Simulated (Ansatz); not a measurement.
`ClB[TeH]` + H₂O → `OB[TeH]` + HCl at 400 K and 1 bar (formal hydrolysis of a B–Cl bond).

Calculated with Ansatz (gas phase, PBE0-D4/def2-TZVP geometries, no zero-point term in ΔE). CCSD(T)/CBS adds triple-zeta CCSD(T) − MP2 to the extrapolated MP2 energy (def2 sets, frozen cores). This one scheme is used for every species. Elements past krypton have def2 core potentials. For Te outer-core shells are correlated without core-valence functions, which leaves a few kJ/mol of doubt a bond. Each species was taken in one conformer, which may not be the lowest.

```csv
species,CCSD(T)/CBS energy (Eh),H − E (kJ/mol),S (J/(mol·K))
`ClB[TeH]`,-753.54186,75.6,322.8
H₂O,-76.37941,69.8,198.6
`OB[TeH]`,-369.55161,112.6,318.1
HCl,-460.38127,29.6,195.4
```

H − E and S are ideal-gas, rigid-rotor, harmonic terms from PBE0-D4/def2-TZVP, for one conformer and one mirror image of each species. 1 Eh = 2625.50 kJ/mol, R = 8.31446 J/(mol·K).

Task: By hand: ΔE, ΔH, ΔS and ΔG.

Result: ΔE = (-369.55161) + (-460.38127) − (-753.54186) − (-76.37941) = -0.01161 Eh = -30.5 kJ/mol. Δ(H − E) = 112.6 + 29.6 − 75.6 − 69.8 = -3.2, so ΔH = -33.7 kJ/mol. ΔS = 318.1 + 195.4 − 322.8 − 198.6 = -7.9 J/(mol·K). ΔG = -33.7 − 400 × (-7.9)/1000 = -30.5 kJ/mol.

Task: By hand: the equilibrium constant, and the temperature at which ΔG would vanish if ΔH and ΔS stayed fixed.

Result: log₁₀ K = −ΔG/(RT ln 10) = 4.0. ΔG = 0 at ΔH/ΔS = 4266 K, far beyond where these terms or the molecules hold.

The number of gas molecules stays the same, so ΔS is small and ΔH decides. A doubt of 5 kJ/mol in ΔE shifts log₁₀ K by 0.7 here. Other conformers and mirror images would add mixing entropy, several J/(mol·K) or more a flexible species. These are equilibria of isolated gas molecules and say nothing of rates. Largest T1 diagnostic: 0.014 (customary marks: 0.02 for closed shells, 0.045 for open ones).
